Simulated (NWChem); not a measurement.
# C2H2F, doublet; SMILES C=[C]F

```xyz
5

C      0.1311     1.2066     0.0000
C     -0.4196     0.0092     0.0000
F      0.1216    -1.1707     0.0000
H      1.2221     1.3208     0.0000
H     -0.4987     2.0968     0.0000
```
Atoms are numbered in this order, from 1.

Computed with NWChem. Geometry optimised at PBE0/def2-SVP; all other runs use it. Pople sets run with spherical d functions. Spin-unrestricted. In the optimisation the excess spin sits in a' (Cs, its own frame). Excited states of an open shell can be spin-contaminated.

```json
[
 {"quantity": "dipole (D)", "level": "M06/6-31G*", "value": "___"},
 {"quantity": "cavity-dispersion-structure term (kcal/mol) in dichloromethane", "level": "PBE0/6-31G*, SMD", "value": "1.2"},
 {"quantity": "A(iso) 1H atom 4 (MHz)", "level": "PBE0/aug-cc-pVTZ-J", "value": "122"},
 {"quantity": "vertical, lowest excitation (eV)", "level": "B3LYP/6-31+G*, TDA", "value": "2.60"},
 {"quantity": "highest harmonic frequency (cm⁻¹)", "level": "PBE0/def2-SVP", "value": "___"}
]
```

Complete the blanks.


- dipole (D), value: 0.82
- highest harmonic frequency (cm⁻¹), value: 3285
